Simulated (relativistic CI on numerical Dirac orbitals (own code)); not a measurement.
**Sensitivity of the levels of I²⁶⁺ to α and to the nuclear radius**

Calculated at this level of theory: Dirac-Coulomb-Breit CI, orbitals from a KLI potential per configuration, derivatives by finite differences, unscaled Slater integrals, QED left out (own radial code, finite nucleus).

Configuration list (outside the closed core [Ne]): 3s²3p⁶3d⁹, 3s²3p⁵3d¹⁰, 3s3p⁶3d¹⁰, 3s²3p⁶3d⁸4s, 3s²3p⁶3d⁸4p, 3s²3p⁶3d⁸4d, 3s²3p⁴3d¹⁰4s, 3s²3p⁶3d⁸4f. Levels of other configurations are missing.

With x = (α/α₀)² − 1 an excitation energy changes as ω = ω₀ + qx; K = 2q/ω₀ is the relative enhancement. Terms are leading LS components, so labels can repeat. The field-shift factor is F = δν/δ⟨r²⟩ for the transition from the lowest level.

Lowest level 3s²3p⁶3d⁹ ²D5/2.

| Level | ω₀ (cm⁻¹) | q (cm⁻¹) | F (GHz/fm²) |
| --- | --- | --- | --- |
| 3s²3p⁶3d⁹ ²D3/2 | 98530 | 98330 | 0.937 |
| 3s²3p⁵3d¹⁰ ²P°3/2 | 2010190 | 134600 | 6.05 |
| 3s²3p⁵3d¹⁰ ²P°1/2 | 2487245 | 660000 | -10.7 |
| 3s3p⁶3d¹⁰ ²S1/2 | 3621120 | 757700 | -686 |
| 3s²3p⁶3d⁸4s ⁴F9/2 | 4671865 | -293700 | 232 |
| 3s²3p⁶3d⁸4s ²F7/2 | 4686862 | -292200 | 231 |
| 3s²3p⁶3d⁸4s ²D5/2 | 4723331 | -293800 | 231 |
| 3s²3p⁶3d⁸4s ²D3/2 | 4727403 | -289000 | 231 |
| 3s²3p⁶3d⁸4s ⁴F7/2 | 4769092 | -199100 | 232 |
| 3s²3p⁶3d⁸4s ⁴F5/2 | 4771329 | -197900 | 232 |
| 3s²3p⁶3d⁸4s ⁴P1/2 | 4801607 | -267300 | 232 |
| 3s²3p⁶3d⁸4s ⁴P5/2 | 4812824 | -193200 | 232 |
| 3s²3p⁶3d⁸4s ⁴F3/2 | 4814602 | -191500 | 232 |

At this charge energies of transitions that change n are usually good to better than 1 %, and those within a shell (Δn = 0) to a few per cent.

Task: Which transition from the lowest level has the largest |K|?

Result: 3s²3p⁶3d⁹ ²D3/2 at 98530 cm⁻¹, K = 2.
